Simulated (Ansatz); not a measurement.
Relaxation of Cs₄H₃ with UKS PBE0-D4/def2-TZVP.

```sh
$ ansatz run in.yaml --threads 4 --pin off --events-out ev --progress --plain --max-ram 3916MiB
```

```yaml
crystal:
  periodic: [false, false, false]
  atoms:
    - {symbol: Cs, position_ang: [0.254390, 0.442560, 0.023580]}
    - {symbol: Cs, position_ang: [2.479710, 4.312930, 0.229700]}
    - {symbol: Cs, position_ang: [-3.339930, 0.261090, -2.215260]}
    - {symbol: Cs, position_ang: [1.807280, -2.926650, 2.073300]}
    - {symbol: H, position_ang: [1.460690, -1.963660, 1.549500]}
    - {symbol: H, position_ang: [-2.358740, 0.401700, -1.632710]}
    - {symbol: H, position_ang: [-0.303400, -0.527970, -0.028110]}
basis:
  gaussian: {orbitals: def2-TZVP}
magnetization: {spin_polarized: true, initial_magnetization: 1}
hamiltonian: {xc: pbe0, dispersion: d4}
scf: {lower_state_search: "off"}
output: {orbitals: {seedname: orbitals}}
relax: {f_tol: 0.02, max_steps: 100}
```

It took 98 s on 4 threads of Arm Neoverse V2 on a shared host.

Positions (Å) and forces (eV/Å) at steps 1, 2, 3, 4, 5, 6, 7, 8, 9, 10, 11, 12, 13, 14, 15, 16, 18, 19, 22, 23 of 23:

```xyz
7
step=1 energy=-2201.9440 eV
Cs    0.254    0.443    0.024   19.523   33.969    1.809
Cs    2.480    4.313    0.230   -0.014   -0.024   -0.001
Cs   -3.340    0.261   -2.215  -32.960   -4.700  -19.576
Cs    1.807   -2.927    2.073   11.663  -32.339   17.605
H     1.461   -1.964    1.550  -11.636   32.039  -17.494
H    -2.359    0.402   -1.633   32.693    4.583   19.443
H    -0.303   -0.528   -0.028  -19.270  -33.529   -1.786
7
step=2 energy=-2227.5239 eV
Cs    0.340    0.591    0.031    6.124   10.655    0.568
Cs    2.492    4.334    0.231    0.026    0.045    0.002
Cs   -3.506    0.238   -2.314  -10.377   -1.635   -6.115
Cs    1.867   -3.090    2.162    3.540  -10.256    5.482
H     1.402   -1.810    1.464   -3.434   10.363   -5.448
H    -2.201    0.421   -1.538   10.418    1.783    6.094
H    -0.393   -0.684   -0.036   -6.296  -10.954   -0.584
7
step=3 energy=-2235.3794 eV
Cs    0.402    0.699    0.037    2.150    3.740    0.199
Cs    2.495    4.339    0.231    0.058    0.100    0.005
Cs   -3.644    0.204   -2.392   -3.647   -0.834   -2.068
Cs    1.903   -3.232    2.230    1.024   -3.728    1.825
H     1.377   -1.639    1.394   -0.760    3.923   -1.717
H    -2.043    0.479   -1.455    3.687    1.168    1.988
H    -0.488   -0.850   -0.045   -2.512   -4.371   -0.233
7
step=4 energy=-2237.9299 eV
Cs    0.451    0.784    0.042    0.581    1.011    0.054
Cs    2.498    4.344    0.231    0.083    0.144    0.008
Cs   -3.760    0.147   -2.447   -1.171   -0.503   -0.590
Cs    1.910   -3.364    2.276    0.129   -1.308    0.493
H     1.411   -1.477    1.365    0.213    1.567   -0.356
H    -1.923    0.588   -1.413    1.228    0.938    0.490
H    -0.587   -1.021   -0.054   -1.063   -1.849   -0.099
7
step=5 energy=-2238.8042 eV
Cs    0.454    0.790    0.042    0.170    0.296    0.016
Cs    2.488    4.328    0.230    0.088    0.153    0.008
Cs   -3.801    0.058   -2.446   -0.305   -0.376   -0.076
Cs    1.854   -3.444    2.265   -0.175   -0.457    0.032
H     1.526   -1.322    1.390    0.478    0.738    0.074
H    -1.846    0.766   -1.420    0.399    0.787    0.008
H    -0.676   -1.176   -0.063   -0.656   -1.141   -0.061
7
step=6 energy=-2239.3370 eV
Cs    0.445    0.774    0.041    0.013    0.022    0.001
Cs    2.482    4.317    0.230    0.089    0.154    0.008
Cs   -3.806   -0.037   -2.419    0.121   -0.258    0.158
Cs    1.776   -3.494    2.231   -0.276   -0.012   -0.172
H     1.663   -1.189    1.435    0.495    0.285    0.227
H    -1.798    0.954   -1.448    0.007    0.588   -0.180
H    -0.761   -1.324   -0.071   -0.448   -0.780   -0.042
7
step=7 energy=-2239.7474 eV
Cs    0.426    0.742    0.040   -0.046   -0.080   -0.004
Cs    2.479    4.311    0.230    0.087    0.151    0.008
Cs   -3.771   -0.139   -2.365    0.336   -0.157    0.263
Cs    1.672   -3.510    2.170   -0.292    0.232   -0.260
H     1.806   -1.068    1.489    0.414    0.008    0.262
H    -1.763    1.142   -1.484   -0.190    0.382   -0.241
H    -0.849   -1.478   -0.079   -0.308   -0.537   -0.029
7
step=8 energy=-2240.1364 eV
Cs    0.398    0.692    0.037   -0.047   -0.082   -0.004
Cs    2.483    4.319    0.230    0.080    0.140    0.007
Cs   -3.668   -0.265   -2.260    0.391   -0.100    0.282
Cs    1.517   -3.476    2.060   -0.271    0.310   -0.270
H     1.953   -0.960    1.549    0.286   -0.116    0.219
H    -1.742    1.328   -1.529   -0.234    0.206   -0.214
H    -0.941   -1.637   -0.087   -0.205   -0.357   -0.019
7
step=9 energy=-2240.4081 eV
Cs    0.374    0.650    0.035   -0.025   -0.043   -0.002
Cs    2.501    4.350    0.232    0.072    0.125    0.007
Cs   -3.547   -0.371   -2.149    0.338   -0.108    0.250
Cs    1.370   -3.416    1.947   -0.252    0.257   -0.242
H     2.048   -0.910    1.594    0.186   -0.103    0.151
H    -1.745    1.438   -1.566   -0.176    0.121   -0.150
H    -1.001   -1.742   -0.093   -0.144   -0.250   -0.013
7
step=10 energy=-2240.6154 eV
Cs    0.358    0.622    0.033   -0.002   -0.003    0.000
Cs    2.528    4.397    0.234    0.066    0.114    0.006
Cs   -3.420   -0.473   -2.036    0.247   -0.133    0.199
Cs    1.223   -3.348    1.832   -0.230    0.163   -0.198
H     2.121   -0.890    1.634    0.099   -0.052    0.080
H    -1.762    1.515   -1.601   -0.091    0.066   -0.079
H    -1.048   -1.823   -0.097   -0.089   -0.155   -0.008
7
step=11 energy=-2240.7596 eV
Cs    0.361    0.628    0.033    0.011    0.019    0.001
Cs    2.568    4.466    0.238    0.062    0.108    0.006
Cs   -3.301   -0.587   -1.924    0.163   -0.123    0.143
Cs    1.069   -3.294    1.717   -0.182    0.091   -0.145
H     2.161   -0.885    1.658    0.028   -0.035    0.029
H    -1.777    1.553   -1.623   -0.043    0.009   -0.030
H    -1.081   -1.880   -0.100   -0.039   -0.069   -0.004
7
step=12 energy=-2240.8500 eV
Cs    0.380    0.661    0.035    0.023    0.040    0.002
Cs    2.619    4.556    0.243    0.060    0.105    0.006
Cs   -3.196   -0.713   -1.817    0.074   -0.071    0.069
Cs    0.913   -3.258    1.606   -0.095    0.034   -0.071
H     2.163   -0.895    1.662   -0.021   -0.048    0.002
H    -1.786    1.550   -1.627   -0.031   -0.042   -0.006
H    -1.093   -1.901   -0.101   -0.010   -0.017   -0.001
7
step=13 energy=-2240.9004 eV
Cs    0.403    0.701    0.038    0.032    0.057    0.002
Cs    2.719    4.729    0.252    0.049    0.086    0.005
Cs   -3.152   -0.807   -1.760   -0.003   -0.069    0.019
Cs    0.813   -3.261    1.543   -0.057   -0.037   -0.025
H     2.106   -0.946    1.642   -0.001   -0.017    0.005
H    -1.802    1.474   -1.614   -0.014   -0.009   -0.006
H    -1.087   -1.890   -0.101   -0.006   -0.011   -0.001
7
step=14 energy=-2240.9267 eV
Cs    0.441    0.768    0.041   -0.015   -0.027   -0.001
Cs    2.816    4.898    0.261    0.043    0.075    0.004
Cs   -3.163   -0.908   -1.736    0.052    0.045    0.019
Cs    0.732   -3.321    1.510    0.014    0.071   -0.013
H     2.089   -0.979    1.642   -0.060   -0.072   -0.016
H    -1.823    1.443   -1.617   -0.033   -0.088    0.007
H    -1.093   -1.901   -0.101   -0.002   -0.004    0.000
7
step=15 energy=-2240.9463 eV
Cs    0.458    0.797    0.042   -0.025   -0.044   -0.002
Cs    2.914    5.068    0.270    0.035    0.061    0.003
Cs   -3.141   -0.946   -1.709   -0.053   -0.054   -0.017
Cs    0.689   -3.317    1.482   -0.020   -0.075    0.011
H     2.018   -1.052    1.619    0.011    0.066   -0.014
H    -1.850    1.344   -1.604    0.050    0.040    0.019
H    -1.089   -1.894   -0.101    0.003    0.007    0.000
7
step=16 energy=-2240.9609 eV
Cs    0.448    0.779    0.042   -0.004   -0.003   -0.002
Cs    3.014    5.241    0.280    0.025    0.043    0.002
Cs   -3.158   -0.985   -1.708   -0.026   -0.022   -0.010
Cs    0.665   -3.352    1.477   -0.006   -0.035    0.007
H     1.971   -1.055    1.590    0.028   -0.001    0.018
H    -1.832    1.299   -1.578   -0.012    0.024   -0.015
H    -1.108   -1.927   -0.103   -0.005   -0.008    0.000
7
step=18 energy=-2240.9883 eV
Cs    0.420    0.731    0.039   -0.030   -0.052   -0.003
Cs    3.208    5.578    0.298    0.042    0.073    0.004
Cs   -3.199   -1.041   -1.716   -0.006   -0.002   -0.003
Cs    0.637   -3.415    1.479    0.001   -0.007    0.003
H     1.959   -1.109    1.599   -0.002   -0.010    0.002
H    -1.871    1.262   -1.592   -0.008   -0.007   -0.003
H    -1.154   -2.007   -0.107    0.003    0.004    0.000
7
step=19 energy=-2241.0035 eV
Cs    0.392    0.682    0.036    0.011    0.019    0.001
Cs    3.306    5.748    0.307    0.015    0.025    0.001
Cs   -3.213   -1.064   -1.718   -0.013   -0.002   -0.007
Cs    0.624   -3.439    1.479    0.004   -0.012    0.007
H     1.949   -1.132    1.600   -0.003   -0.022    0.005
H    -1.886    1.242   -1.595   -0.017   -0.013   -0.007
H    -1.171   -2.037   -0.109    0.003    0.005    0.000
7
step=22 energy=-2241.0063 eV rejected
Cs    0.402    0.701    0.037   -0.007   -0.013   -0.001
Cs    3.401    5.913    0.316   -0.001   -0.002    0.000
Cs   -3.241   -1.103   -1.724    0.025    0.011    0.013
Cs    0.605   -3.484    1.480   -0.003    0.030   -0.011
H     1.924   -1.168    1.595   -0.010   -0.011   -0.003
H    -1.905    1.202   -1.594   -0.004   -0.013    0.001
H    -1.185   -2.061   -0.110    0.000   -0.002    0.001
7
step=23 energy=-2241.0068 eV
Cs    0.400    0.696    0.037    0.001    0.002    0.000
Cs    3.387    5.888    0.314    0.000    0.000    0.000
Cs   -3.227   -1.099   -1.717   -0.005   -0.003   -0.002
Cs    0.602   -3.469    1.473    0.000   -0.007    0.002
H     1.921   -1.166    1.593    0.001    0.003    0.000
H    -1.902    1.201   -1.592    0.002    0.002    0.000
H    -1.179   -2.052   -0.109    0.001    0.002    0.000
```

In the def2 sets Cs takes a core potential; there is no spin–orbit coupling. The relaxation made no stability test and no search for a lower SCF solution. Another isomer (doublet) lies 0.54 eV lower at PBE0-D4/def2-TZVP; other spin states weren't run for this one.
